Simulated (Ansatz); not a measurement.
Basis-set extrapolation for C3H5B (`BCC#C`) (PBE0-D4/def2-TZVP geometry, frozen core, the Gaussian-basis code of Ansatz). Multiplicity 1, RHF reference.

|  | def2-TZVPP | def2-QZVPP |
| --- | --- | --- |
| HF | -141.165367 | -141.171656 |
| MP2 correlation | -0.571045 | -0.607571 |
| CCSD(T) correlation | -0.631615 | not run |

Energies in hartree. Use E(X) = E(∞) + A·exp(−7.88·√X) for Hartree–Fock and E(X) = E(∞) + B·X^(−2.97) for correlation, with X = 3 and 4, and add CCSD(T) minus MP2 of the smaller set to the MP2 limit.

What is the CCSD(T) energy at the basis-set limit?

HF limit: -141.171656 + (-0.006289) × 0.13774 = -141.17252. MP2 limit: -0.607571 + (-0.036526) × 0.74074 = -0.63463. Higher-order term: -0.631615 − (-0.571045) = -0.06057. Total: -141.86772 hartree, 185.7 kJ/mol below CCSD(T)/def2-TZVPP.
